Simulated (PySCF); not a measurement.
CH4F2Si. Atoms are numbered in the order given.

```xyz
8

Si     0.0809     0.3503     0.0000
C     -1.7015    -0.1725     0.0000
F      0.8335    -0.2693    -1.3093
F      0.8335    -0.2693     1.3093
H      0.3055     1.8276     0.0000
H     -2.2237     0.2148    -0.8982
H     -2.2237     0.2148     0.8982
H     -1.7835    -1.2781     0.0000
```
Charge 0, spin multiplicity 1.

Geometry optimised at PBE-D3(BJ)/def2-SVP.

These are PBE-D3(BJ)/def2-SVP (PySCF) values and carry that method's errors.

Frequencies are harmonic and unscaled.

Computed harmonic wavenumbers and intensities:
```
mode  ν (cm⁻¹)  IR (km/mol)  moving atoms (share of kinetic energy)
----  --------  -----------  --------------------------------------
1          133          0.0                                  H 96 %
2          208          0.4         F 43 %, H 25 %, C 21 %, Si 10 %
3          263         15.3         F 50 %, H 19 %, Si 17 %, C 14 %
4          319         18.8                 F 56 %, Si 31 %, H 12 %
5          648          5.4                  H 50 %, C 37 %, F 11 %
6          718          0.2                          H 81 %, C 16 %
7          746        110.3          H 43 %, Si 28 %, C 20 %, F 9 %
8          818          5.3                          H 68 %, F 26 %
9          822          6.0                 H 42 %, F 38 %, Si 12 %
10         905        211.6                 H 45 %, Si 32 %, F 16 %
11         956        222.2                 Si 48 %, F 31 %, H 18 %
12        1228         43.8                          H 76 %, C 23 %
13        1375          4.1                                  H 96 %
14        1377          3.8                                  H 96 %
15        2219        132.3                                  H 97 %
16        2982          0.1                                  H 97 %
17        3085          0.8                           H 91 %, C 9 %
18        3088          0.4                           H 91 %, C 9 %
```
